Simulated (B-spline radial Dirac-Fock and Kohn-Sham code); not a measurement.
## Dipole and non-dipole photoemission parameters of O 2s

System: the free oxygen atom, configuration [He] 2s2 2p4; threshold 28.19 eV (orbital energy of the model). Calculated with a radial B-spline solver, using Dirac-Hartree-Slater photoionisation with a Latter tail; cross sections with all multipoles, angular parameters from the dipole term and its interference with E2.

For linearly polarised light dσ/dΩ = σ/(4π) [1 + β P₂(cos θ) + (δ + γ cos²θ) sin θ cos φ], with θ from the polarisation vector and φ the angle between the beam and the projection of the electron momentum on the plane normal to the polarisation.

```csv
hν (eV),σ (kb),β,γ
55.6,831,2.000,0.067
58.2,821,2.000,0.055
59.3,816,2.000,0.050
64,789,2.000,0.032
80,?,?,?
150,296,2.000,-0.018
211,163,2.000,0.028
300,82.7,2.000,0.099
349,60.4,2.000,0.136
477,30.6,2.000,0.225
517,25.5,2.000,0.250
621,16.7,2.000,0.312
717,11.9,2.000,0.365
794,9.28,2.000,0.405
800,9.11,2.000,0.408
816,8.68,2.000,0.416
1000,5.24,2.000,0.503
1030,4.86,2.000,0.516
1270,2.84,2.000,0.615
3110,0.248,2.000,1.152
3670,0.154,2.000,1.279
3760,0.143,2.000,1.299
5230,0.0542,2.000,1.584
5410,0.0490,2.000,1.616
5414.7,0.0488,2.000,1.616
6000,0.0359,2.000,1.714
11000,0.00560,2.000,2.387
11300,0.00515,2.000,2.422
12000,0.00426,2.000,2.502
13600,0.00288,2.000,2.677
```

Problem. Give the values at 80 eV.

Solution. σ = 666 kb, β = 2.000, γ = -0.010. For an s subshell δ is negligible.
